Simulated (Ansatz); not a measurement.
Ansatz (a first-principles code) input (B2PLYP/def2-TZVPD):

Ansatz 0.2 input:
```yaml
crystal:
  periodic: [false, false, false]
  atoms:
    - {symbol: N, position_ang: [1.40114949, -0.04684143, -0.12227064]}
    - {symbol: B, position_ang: [-0.07559236, 0.13606130, -0.01231318]}
    - {symbol: O, position_ang: [-0.73853565, 1.22544433, -0.23865943]}
    - {symbol: O, position_ang: [-0.68487932, -1.11327557, 0.42307781]}
    - {symbol: H, position_ang: [1.84773033, 0.62241430, -0.73040839]}
    - {symbol: H, position_ang: [1.72782787, -0.98325347, -0.31590793]}
    - {symbol: H, position_ang: [-1.61832302, -0.88892728, 0.48842958]}
basis:
  gaussian:
    orbitals: def2-TZVPD
hamiltonian:
  xc: {name: B2PLYP}
total_charge: -1
magnetization: {spin_polarized: false}
correlation: {electrons: outside_noble_gas}
```

Output:

```
Functional definition: B2PLYP
integrals: 0.22 GiB planned
1198 factors; integrals over basis functions are off by at most 1.1e-3 eV
0.30 GiB of the device are held for the grids
0.86 GiB of device memory are held for the factors and their scratch space
mean field: 0.93 GiB planned
mean field evaluation 1: about -6300.9681 eV, gradient 4.6e1 eV
mean field evaluation 2: about -6300.9669 eV, gradient 4.6e1 eV
mean field evaluation 4: about -6304.7299 eV, gradient 7.8e0 eV
mean field evaluation 8: about -6304.8361 eV, gradient 3.9e-1 eV
mean field evaluation 16: about -6304.8366 eV, gradient 1.2e-4 eV
mean field -6304.83658708 eV, -231.6984710034 hartree, gradient 4.6e-6 eV, S^2 0.000000; 0 other end points of the search recorded, 0 dependent functions left out
4 core orbitals not correlated
reference -6304.83674515 eV, -231.6984768126 hartree; 12, 12 occupied and 165, 165 virtual orbitals, 1198 factors
second order -26.60253332 eV of doubles, -0.00000000 eV of singles
Total energy: -6312.01942915 eV, -231.9624355808 hartree
```

It need not be the lowest isomer of its formula. Whether it binds its extra electron was not tested at this geometry.
